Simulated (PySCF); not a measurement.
Compound: C2H10FNSi4.
Numbering: `[F:1][SiH2:2][Si@:3]1([SiH3:4])[CH:5]=[CH:6][N:7]1[SiH3:8]`

Geometry (GFN2-xTB, Å), atoms numbered from 1 in this order:
```xyz
18
C2H10FNSi4 angstrom
F     -2.2110    1.7395    2.2117
Si    -0.6484    1.3286    2.0723
Si    -0.7014   -0.2163    0.3592
Si    -2.1174   -0.0030   -1.4763
C     -0.1183   -1.9591    0.7991
C      1.0579   -1.7009    0.2033
N      1.0041   -0.4050   -0.2709
Si     2.2495    0.4835   -1.0452
H     -0.3106    0.9133    3.4342
H     -0.0013    2.6167    1.8236
H     -3.4986    0.1248   -0.9990
H     -1.8286    1.2014   -2.2651
H     -2.0905   -1.1338   -2.4114
H     -0.4379   -2.8723    1.2627
H      1.9356   -2.3137    0.0646
H      3.2873    0.8887   -0.0847
H      2.8554   -0.3407   -2.0951
H      1.5653    1.6548   -1.5946
```

Probes without a nucleus sit at each ring's centroid and 1 Å off its mean plane on both sides; NICS is minus the shielding there, NICSzz its component along the normal. Level: GIAO PBE0/pcSseg-1 (PySCF, non-relativistic, gas phase) on the GFN2-xTB geometry, one conformer.

Ring bond lengths (Å), with Mayer bond orders in brackets: Si3–C5 1.890 (0.95), C5–C6 1.344 (1.68), C6–N7 1.381 (1.06), N7–Si3 1.828 (0.71).

Problem. Give the NICS values of each ring in ppm.

Solution. 
| ring | type | NICS(0) | NICS(1), two faces | NICS(1)zz, two faces | rms pucker (Å) | centre to ring atoms, mean (Å) |
| --- | --- | --- | --- | --- | --- | --- |
| Si3–C5–C6–N7 | 4-membered ring with N and Si; formal bonds 1 double, 3 single | -0.3 | -0.4 / -0.5 | 3.3 / 2.8 | 0.00 | 1.13 |

Problem. What do they say, and how far can they be read as aromaticity?

Solution. 
- Si3–C5–C6–N7: mean NICS(1)zz 3.0 ppm, deshielded. Si3 has four or more neighbours, and the NICS criterion for π rings isn't applied.

Problem. What is the mean of the two in-plane components of NICS at the first NICS(1) probe listed for ring Si3–C5–C6–N7, 1 Å off the ring?

Solution. The isotropic value is a third of the trace: (3 × -0.4 − (3.3))/2 = -2.2 ppm.

Problem. List the ring angles and the Hirshfeld charges of the ring atoms.

Solution. 
- Si3–C5–C6–N7: Si3 72.4° (+0.257 e), C5 89.4° (-0.204 e), C6 107.4° (+0.006 e), N7 90.9° (-0.255 e); sum 360.0° against 360° for a flat convex ring.

The run took 2.3 min wall, 2.0 min CPU on one thread, Intel Xeon at 2.50 GHz (x86_64), shared host, and the process peaked at 1.0 GiB of memory. This is the whole shielding run at PBE0/pcSseg-1, SCF included.
